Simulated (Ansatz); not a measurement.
```xyz
2

B     0.0000    0.0000   -0.8498
B     0.0000    0.0000    0.8498
```

Basis set: cc-pVDZ (spherical functions). Correlated methods keep 2 orbitals frozen. Charge 0, multiplicity 3.

Computed with Ansatz (development build ahead of 0.2.0); each method stands on the lowest determinant of its kind that the runs found.

The atomization energy at this shape (free ground-state atoms in the same class of orbitals less the molecule, no zero-point energy) of triplet B2:

```csv
method,atomization energy
UHF,192.9 kJ/mol
```

What does UHF-MP2 give?

221.3 kJ/mol. Caution: the shape is not the minimum; the unrestricted determinant is a mixture of spin states.
